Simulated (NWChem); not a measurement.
Species: In, doublet

All runs: NWChem. Spin-unrestricted. The open p shell is one determinant without spherical averaging. No stability test was run on the SCF state. def2 effective core potentials on In; no spin-orbit coupling. Total energies compare along this basis series because the functional is fixed.

```tsv
level	basis functions	energy (Ha)	highest occupied level (eV)	lowest empty minus highest occupied level, either spin (eV)	<S²>
PBE0/def2-SVP	26	-190.1095	-3.56	1.68	0.753
PBE0/def2-SVPD	32	-190.1097	-3.56	1.69	0.753
PBE0/def2-TZVP	50	-190.1140	-3.58	1.67	0.753
PBE0/def2-TZVPP	50	-190.1140	-3.58	1.67	0.753
PBE0/def2-QZVP	82	-190.1148	-3.59	1.68	0.753
```
